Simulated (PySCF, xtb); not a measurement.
CH3N2S, SMILES [NH]C(N)=S (connectivity only; charge and spin as stated), charge -1, multiplicity 1.

GFN2-xTB run with xtb at its own geometry gives an orbital gap of 3.34 eV.

Coordinates come from a B3LYP-D3(BJ)/def2-SVPD optimisation. The spin state was assumed, not searched. The isomer is the one that the SMILES or the coordinates give; other isomers of the formula were not compared. The values are those of a single conformer.

Task: What does PySCF with CAM-B3LYP/def2-TZVPD give? (The exact figures need the calculation; the answer reports its results.)

Result: gap 6.38 eV (levels -2.06 and 4.32 eV).
